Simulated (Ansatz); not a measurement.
HO, doublet, at a GFN2-xTB geometry; CCSD(T)/cc-pVDZ (Ansatz, a first-principles code).

Input for Ansatz:
Ansatz 0.2 input:
```yaml
crystal:
  periodic: [false, false, false]
  atoms:
    - {symbol: O, position_ang: [-0.00000000, -0.00000000, -0.10703611]}
    - {symbol: H, position_ang: [0.00000000, 0.00000000, 0.85628892]}
basis:
  gaussian:
    orbitals: cc-pVDZ
magnetization: {spin_polarized: true, initial_magnetization: 1}
correlation: {method: ccsd_t}
```

The log (banner, timings and long lists left out):

```
Functional definition: HF
175 factors; integrals over basis functions are off by at most 1.1e-3 eV
mean field evaluation 1: about -2051.1332 eV, gradient 1.1e1 eV
mean field evaluation 2: about -2051.1334 eV, gradient 1.1e1 eV
mean field evaluation 4: about -2051.5694 eV, gradient 9.5e-1 eV
mean field evaluation 8: about -2051.5741 eV, gradient 2.9e-4 eV
mean field evaluation 16: about -2050.5991 eV, gradient 1.4e1 eV
mean field evaluation 32: about -2051.5741 eV, gradient 4.7e-3 eV
mean field -2051.57405478 eV, -75.3939559063 hartree, gradient 7.4e-7 eV, S^2 0.754522; 2 other end points of the search recorded, 0 dependent functions left out
1 core orbitals not correlated
reference -2051.57405478 eV, -75.3939559063 hartree; 4, 3 occupied and 14, 15 virtual orbitals, 175 factors
second order -4.04803622 eV of doubles, -0.00000000 eV of singles
cycle   1  -4.34450929 eV  change   -3.0e-1 eV  update   2.8e-2
cycle   2  -4.43857495 eV  change   -9.4e-2 eV  update   9.9e-3
cycle   3  -4.44703548 eV  change   -8.5e-3 eV  update   3.1e-3
cycle   4  -4.44701608 eV  change    1.9e-5 eV  update   1.3e-3
cycle   5  -4.44734888 eV  change   -3.3e-4 eV  update   5.5e-4
cycle   6  -4.44747940 eV  change   -1.3e-4 eV  update   1.7e-4
cycle   7  -4.44745594 eV  change    2.3e-5 eV  update   5.2e-5
cycle   8  -4.44745474 eV  change    1.2e-6 eV  update   1.4e-5
cycle   9  -4.44745361 eV  change    1.1e-6 eV  update   3.3e-6
perturbative correction -0.04671117 eV, -0.0017166038 hartree
Total energy: -2056.06821956 eV, -75.5591134159 hartree
```
